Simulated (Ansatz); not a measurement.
Geometry optimisation, RKS B3LYP-D4/def2-SVP (Ansatz).

Input file:

```yaml
crystal:
  periodic: [false, false, false]
  atoms:
    - { symbol: B, position_ang: [-0.080551, -0.232152, 0.104774] }
    - { symbol: O, position_ang: [-0.089003, -0.414502, 1.47402] }
    - { symbol: H, position_ang: [-0.972098, -0.589613, 1.827647] }
    - { symbol: H, position_ang: [0.993019, -0.041266, -0.39966] }
    - { symbol: H, position_ang: [-1.107096, -0.308799, -0.527715] }
    - { symbol: Br, position_ang: [0.145207, 2.912968, 0.881212] }
    - { symbol: H, position_ang: [0.358822, 1.729063, 1.779524] }
basis:
  gaussian: { orbitals: def2-SVP }
hamiltonian:
  xc: b3lyp
  dispersion: d4
relax:
  f_tol: 0.03
  max_steps: 50
output:
  orbitals: {}
```

Run as:

```bash
$ ansatz run input.yaml --threads 1 --pin off --max-ram 2048MiB --backend cpu --events-out ev --progress --plain --runs-dir out
```

**Question.** Where does it end, and by what steps?

**Answer.** The forces met the threshold. The force dipped under the threshold on the way, but the program's further checks kept it going. After 23 steps the energy has fallen by 0.185 eV; H5 moved furthest, 1.39 Å.

```json
{"step": "0", "energy less start (eV)": "0.0000", "largest force component (eV/Å)": "1.143", "accepted": "yes"}
{"step": "1", "energy less start (eV)": "-0.0795", "largest force component (eV/Å)": "0.739", "accepted": "yes"}
{"step": "2", "energy less start (eV)": "-0.0896", "largest force component (eV/Å)": "0.568", "accepted": "yes"}
{"step": "3", "energy less start (eV)": "-0.0951", "largest force component (eV/Å)": "0.482", "accepted": "yes"}
{"step": "4", "energy less start (eV)": "-0.1068", "largest force component (eV/Å)": "0.096", "accepted": "yes"}
{"step": "5", "energy less start (eV)": "-0.1094", "largest force component (eV/Å)": "0.731", "accepted": "yes"}
{"step": "6", "energy less start (eV)": "-0.1299", "largest force component (eV/Å)": "0.138", "accepted": "yes"}
{"step": "7", "energy less start (eV)": "-0.1367", "largest force component (eV/Å)": "0.485", "accepted": "yes"}
{"step": "8", "energy less start (eV)": "-0.1493", "largest force component (eV/Å)": "0.315", "accepted": "yes"}
{"step": "9", "energy less start (eV)": "-0.1282", "largest force component (eV/Å)": "0.822", "accepted": "no"}
{"step": "10", "energy less start (eV)": "-0.1594", "largest force component (eV/Å)": "0.122", "accepted": "yes"}
{"step": "11", "energy less start (eV)": "-0.1665", "largest force component (eV/Å)": "0.069", "accepted": "yes"}
{"step": "12", "energy less start (eV)": "-0.1720", "largest force component (eV/Å)": "0.147", "accepted": "yes"}
{"step": "13", "energy less start (eV)": "-0.1746", "largest force component (eV/Å)": "0.241", "accepted": "yes"}
{"step": "14", "energy less start (eV)": "-0.1776", "largest force component (eV/Å)": "0.169", "accepted": "yes"}
{"step": "15", "energy less start (eV)": "-0.1789", "largest force component (eV/Å)": "0.067", "accepted": "yes"}
{"step": "16", "energy less start (eV)": "-0.1672", "largest force component (eV/Å)": "0.295", "accepted": "no"}
{"step": "17", "energy less start (eV)": "-0.1820", "largest force component (eV/Å)": "0.054", "accepted": "yes"}
{"step": "18", "energy less start (eV)": "-0.1839", "largest force component (eV/Å)": "0.021", "accepted": "yes"}
{"step": "19", "energy less start (eV)": "-0.1813", "largest force component (eV/Å)": "0.227", "accepted": "no"}
{"step": "20", "energy less start (eV)": "-0.1847", "largest force component (eV/Å)": "0.052", "accepted": "yes"}
{"step": "21", "energy less start (eV)": "-0.1848", "largest force component (eV/Å)": "0.058", "accepted": "yes"}
{"step": "22", "energy less start (eV)": "-0.1852", "largest force component (eV/Å)": "0.047", "accepted": "yes"}
{"step": "23", "energy less start (eV)": "-0.1855", "largest force component (eV/Å)": "0.020", "accepted": "yes"}
```

```xyz
7
Properties=species:S:1:pos:R:3
B -0.120 -0.522 -0.037
O -0.462 0.195 1.061
H -1.137 -0.218 1.619
H 0.716 -0.041 -0.757
H -0.645 -1.590 -0.252
Br 0.692 3.270 1.928
H 0.205 1.961 1.578
```

The run took 110 s on 1 thread of Arm Neoverse N1, with other jobs on the host, peak memory 0.18 GiB.
